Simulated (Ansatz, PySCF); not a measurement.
This PySCF input computes a CCSD(T)/cc-pVDZ energy:

```python
from pyscf import gto, scf, mp, cc as ccmod

mol = gto.M(
    atom='''
    F    -0.00000000   -0.00000000   -1.19889826
    B     0.00000000    0.00000000    0.08714772
    O     0.00000000    0.00000000    1.29429322
    ''',
    basis='cc-pvdz',
    charge=0,
    spin=0,
    verbose=4,
)

mf = scf.RHF(mol)
mf.conv_tol = 1e-10
mf.max_cycle = 100
mf.kernel()
mp2 = mp.MP2(mf, frozen=3).run()
cc = ccmod.CCSD(mf, frozen=3)
cc.max_cycle = 100
cc.kernel()
et = cc.ccsd_t()
print(f'E(CCSD(T)) = {cc.e_tot + et:.9f}')
```

Problem. Write an input for the same energy in Ansatz (a quantum-chemistry and plane-wave program) and say what it gives.

Solution. 
Ansatz 0.2 input:
```yaml
crystal:
  periodic: [false, false, false]
  atoms:
    - {symbol: F, position_ang: [-0.00000000, -0.00000000, -1.19889826]}
    - {symbol: B, position_ang: [0.00000000, 0.00000000, 0.08714772]}
    - {symbol: O, position_ang: [0.00000000, 0.00000000, 1.29429322]}
basis:
  gaussian:
    orbitals: cc-pVDZ
magnetization: {spin_polarized: false}
correlation: {method: ccsd_t, electrons: outside_noble_gas}
```
It gives -199.54328 Eh, and PySCF -199.54328 Eh, a difference of 0.00 mEh.
